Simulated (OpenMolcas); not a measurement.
Levels of Ar2+ by method

- Program: OpenMolcas
- Basis: ANO-RCC-VQZP [6s5p3d2f1g]
- Scalar Hamiltonian: DKH2, point nucleus
- Active space: 6 electrons in 4 orbitals (3s 3p)
- State averaging: 2S+1 = 3 even, 3 roots; 2S+1 = 1 even, 6 roots; 2S+1 = 3 odd, 3 roots; 2S+1 = 1 odd, 3 roots
- Spin-orbit coupling: state interaction with AMFI integrals over the reference wave functions, term energies averaged over their components

Methods on the same reference wave functions:
A. CASSCF
B. SS-CASPT2, IPEA 0.25 Eh, imaginary shift 0.1 Eh (closed shells correlated: 2s 2p)

Energies in cm⁻¹ above 3s² 3p⁴ ³P₂, the measured ground level; measured values from Saloman, J. Phys. Chem. Ref. Data 39, 033101 (2010).

```
      Level       A       B  Measured
3s² 3p⁴ ³P₂     0.0     0.0       0.0
3s² 3p⁴ ³P₁    1039    1045      1112
3s² 3p⁴ ³P₀    1478    1487      1570
3s² 3p⁴ ¹D₂   16984   14140     14010
3s² 3p⁴ ¹S₀   31656   33130     33266
3s 3p⁵ ³P°₂  139450  124510    113801
3s 3p⁵ ³P°₁  140453  125510    114797
3s 3p⁵ ³P°₀  140967  126030    115328
3s 3p⁵ ¹P°₁  202653  175030    144022
```

Deviations, from unrounded energies. A percentage is the sum of absolute deviations over the sum of measured energies, with the sign that they share, or ± where signs differ.

```csv
Against measurement,Levels,A,B
mean absolute deviation (cm-1),8,18000,7900
fine structure of the ground term (%),2,-6.2,-5.6
other terms of the ground configuration (%),2,±9.7,±0.6
other configurations (%),4,+27.8,+12.9
```

B lies closest to measurement on these levels. The largest miss of B in the table is 3s 3p⁵ ¹P°₁, by +31000 cm-1. The ranking rests on the paired levels alone, and a cruder setting can come out closer through cancelling errors.

From A to B the spin-free energies of the other terms of 3s² 3p⁴ shown, above ³P, scale by factors of 0.83 to 1.05.

The lowest spin-free term lies below A's lowest term by 0.227 hartree in B.

CASPT2 does not keep the components of a term degenerate, so their means are used; among the terms shown or strongly mixed into the levels shown the widest spread is 130 cm-1 (3s² 3p⁴ ¹D, B). Over all roots computed the reference weight is 0.87 to 0.96 in B; the roots of lowest weight are the least certain, and an intruder state may touch them. Terms of s pⁿ other than that of highest spin mix with s² pⁿ⁻² d, which this space lacks; all of them can be thousands of cm-1 off, and some have no real level of that name. Computed and measured levels are paired by configuration, term and J; levels that our copy of the source lacks, or whose pairing is in doubt (as where it misses far off the trend of its configuration), stay unpaired and out of the deviations. Levels of configurations outside the active space are missing.

° marks odd parity.
